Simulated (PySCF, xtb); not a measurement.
GaBr₃, SMILES [Br][Ga]([Br])[Br].

GFN2-xTB run with xtb 6.7.1 at its own geometry gives an orbital gap of 3.54 eV and a dipole moment of 0.00 D.

Coordinates come from a B3LYP-D3(BJ)/def2-SVP optimisation. The isomer is the one that the SMILES or the coordinates give; other isomers of the formula were not compared.

**Question.** What does ωB97X/def2-TZVP (PySCF) give? (The exact figures need the calculation; the answer reports its results.)

**Answer.** gap 10.60 eV (levels -11.05 and -0.45 eV), dipole 0.00 D.
